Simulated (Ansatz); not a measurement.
Reactions of BrClGeH2O (`[OH][GeH]([Cl])[Br]`).

Computed with Ansatz on PBE0-D4/def2-TZVP structures; ΔE is electronic, products minus reactants. CCSD(T)/CBS adds triple-zeta CCSD(T) − MP2 to the extrapolated MP2 energy (def2 sets, frozen cores). This one scheme is used for every species, atoms too. For atomizations the MP2-based limit and the directly extrapolated one differ by several kJ/mol either way, and by 10 to 25 for some Ge, Se and Sn compounds, so smaller differences from it don't rank the levels. Functionals use def2-TZVPP. No spin–orbit coupling; open shells (•) take unrestricted orbitals. Spin–orbit coupling would lower the free atoms: a little for Cl, O; clearly for Br, Ge. For Br, Ge outer-core shells are correlated without core-valence functions, so the limit isn't a true one: a few kJ/mol of doubt a bond, and 10 to 20 or more in all where bonds break to atoms. Scalar relativity is left out up to krypton. Each species was taken in one conformer, which may not be the lowest.

| reaction | HF/CBS(def2) (kcal/mol) | PBE0-D4 (kcal/mol) | B2PLYP (kcal/mol) | ωB97M-V (kcal/mol) | CCSD(T)/CBS(def2) (kcal/mol) |
| --- | --- | --- | --- | --- | --- |
| `[OH][GeH]([Cl])[Br]` + H₂O → `[OH][GeH]([OH])[Cl]` + HBr | 8.3 | 11.0 | 8.7 | 9.3 | 9.8 |
| `[OH][GeH]([Cl])[Br]` + CH₃NH₂ → `C[NH][GeH]([OH])[Cl]` + HBr | 17.0 | 16.3 | 15.5 | 15.2 | 14.0 |
| `[OH][GeH]([Cl])[Br]` → HBr + `[OH][Ge][Cl]` | 29.1 | 29.5 | 25.2 | 26.0 | 27.4 |
| `[OH][GeH]([Cl])[Br]` + H₂ → `[OH][GeH2][Br]` + HCl | 11.3 | 14.2 | 13.8 | 14.4 | 14.0 |
| `[OH][GeH]([Cl])[Br]` → `[Cl][Ge][Br]` + H₂O | 21.0 | 19.8 | 17.9 | 18.9 | 18.9 |
| `[OH][GeH]([Cl])[Br]` + CH₄ → `[CH3][GeH]([OH])[Cl]` + HBr | 23.6 | 22.2 | 22.2 | 21.6 | 20.7 |
| `[OH][GeH]([Cl])[Br]` + PH₃ → `[OH][GeH]([PH2])[Br]` + HCl | 16.3 | 10.9 | 12.6 | 12.4 | 11.1 |
| `[OH][GeH]([Cl])[Br]` → Br• + Cl• + Ge• + 2 H• + O• | 296.8 | 428.9 | 423.9 | 430.2 | 436.7 |

Largest T1 diagnostic: 0.014, for `[OH][Ge][Cl]`.
